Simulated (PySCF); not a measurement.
BO, SMILES [B]=O (connectivity only; charge and spin as stated), charge +1, multiplicity 1.

The structure is a stationary point at PBE-D3(BJ)/def2-TZVPD. The multiplicity is an assumed one; other spin states were not compared.

Method: PBE-D3(BJ)/def2-TZVPD (PySCF 2.14.0).

Frequencies are harmonic and unscaled.

```tsv
mode	ν (cm⁻¹)	IR (km/mol)	moving atoms (share of kinetic energy)
1	1873	0.9	B 60 %, O 40 %
```
